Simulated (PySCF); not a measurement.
## Computed properties of Sn(H)(Cl)2(Et) (C2H6Cl2Sn), SMILES C[CH2][SnH]([Cl])[Cl]

Sn(H)(Cl)2(Et) (C2H6Cl2Sn), SMILES C[CH2][SnH]([Cl])[Cl]. Geometry optimised at B3LYP-D3(BJ)/def2-SVP. The structure was generated by enumeration; whether it is a known compound was not checked. The def2 effective core potentials stand for the cores of Sn; spin–orbit coupling is left out. One conformer was computed; it need not be the lowest. All values are computed for the isolated molecule unless a solvent is named; none is compared with measurement here.

**Structure.** The optimised structure has Cs symmetry. All 27 harmonic modes at B3LYP-D3(BJ)/def2-SVP (PySCF) are real, so it is a minimum. With heavy atoms numbered as in [SnH:1]([Cl:2])([Cl:3])[CH2:4][CH3:5], the shortest bond between them is C4–C5 at 1.527 Å and the longest Sn1–Cl2 at 2.373 Å.

**Vibrations.** The strongest infrared lines (harmonic, unscaled, degenerate partners summed) lie at 1912 cm⁻¹ (164 km/mol, H 99 %), 549 cm⁻¹ (105 km/mol, H 82 %, C 13 %), 368 cm⁻¹ (60 km/mol, Cl 73 %, Sn 27 %). The softest mode is at 41 cm⁻¹ and the zero-point energy is 46.4 kcal/mol.

**Electronic structure.** B3LYP/def2-TZVP (PySCF) places the frontier levels at -8.11 and -1.65 eV, a gap of 6.46 eV, and gives a dipole moment of 3.69 D and a mean polarisability of 88.5 bohr³. PBE/def2-TZVP (PySCF) at the same geometry gives -7.10 and -2.27 eV, so its gap is 1.63 eV narrower. An orbital gap is neither the optical nor the fundamental gap.

**Excitations.** TDDFT-M06-2X/def2-SVPD (PySCF) has S1 at 6.30 eV (197 nm, f = 0.077, bright); the most intense of the 10 singlets computed lies at 7.34 eV (f = 0.23). T1 (TDA) is at 5.54 eV. TDDFT-PBE/def2-SVPD (PySCF) puts S1 at 5.12 eV. No vertical singlet excitation falls in the visible range (under 3.1 eV).
